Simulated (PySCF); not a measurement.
Si(H)(Cl)2(vinyl) (C2H4Cl2Si), SMILES C=C[SiH](Cl)Cl. Atoms are numbered in the order given.

```xyz
9

Si    -0.0481    -0.3921     0.0000
Cl     1.0619     0.1097     1.6775
Cl     1.0619     0.1097    -1.6775
C     -1.6467     0.5412     0.0000
C     -2.8286    -0.0904     0.0000
H     -0.2798    -1.8545     0.0000
H     -1.6203     1.6380     0.0000
H     -2.9008    -1.1842     0.0000
H     -3.7798     0.4531     0.0000
```
Charge 0, spin multiplicity 1.

Geometry optimised at B3LYP-D3(BJ)/def2-SVP. The values are those of a single conformer.

Calculation: HF/pcSseg-1 (PySCF).

GIAO shieldings, no solvent; atoms listed in one row are averaged. δ = σ(ref) − σ: ²⁹Si against TMS (σ = 393.8 ppm); ³⁵Cl against HCl (σ = 958.2 ppm); ¹³C against TMS (σ = 192.6 ppm); ¹H against TMS (σ = 31.99 ppm), references at their B3LYP-D3(BJ)/def2-TZVP geometries, non-relativistic (without spin–orbit terms, shifts of atoms bonded to Cl or Br come out too high).

```
nucleus     atoms  count  δ (ppm)
-------  --------  -----  -------
²⁹Si          Si1      1      9.3
³⁵Cl     Cl2, Cl3      2     25.8
¹³C            C5      1    149.9
¹³C            C4      1    142.3
¹H             H9      1     6.79
¹H             H8      1     6.60
¹H             H7      1     6.58
¹H             H6      1     5.36
```
